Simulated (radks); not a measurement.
Ionisation of the chromium ion Cr2+, [Ar] 3d4, to [Ar] 3d3 as the strength of local exchange is varied. Method: scalar-relativistic Kohn-Sham, Slater X-alpha exchange (alpha = 2/3 is LDA exchange), no correlation, spin-polarised, spherical densities, point nucleus; open shells are filled with parallel spins first; computed with a radial shooting solver on a logarithmic mesh with Libxc functionals.

alpha  E(Cr2+) (hartree)  exchange (hartree)  IE (eV)  -e of the level emptied (eV)  <r> of it (bohr)
0.667        -1045.88679           -44.23099   30.975                   23.190 (3d)             1.223
0.726        -1049.80852           -48.31791   32.347                   24.411 (3d)             1.199
0.748        -1051.27449           -49.84898   32.868                   24.877 (3d)             1.191
0.843        -1057.62740           -56.50483   35.181                   26.960 (3d)             1.155
0.85         -1058.09695           -56.99810   35.356                   27.118 (3d)             1.153
0.859        -1058.70096           -57.63288   35.581                   27.322 (3d)             1.150
0.892        -1060.91846           -59.96592   36.413                   28.077 (3d)             1.138
0.999        -1068.13876           -67.58987   39.193                   30.617 (3d)             1.103

NIST Atomic Spectra Database: 30.96 eV (measured). The central value is not met in this range of alpha. Open shells are spherical and high-spin; term and fine-structure splittings are not resolved.
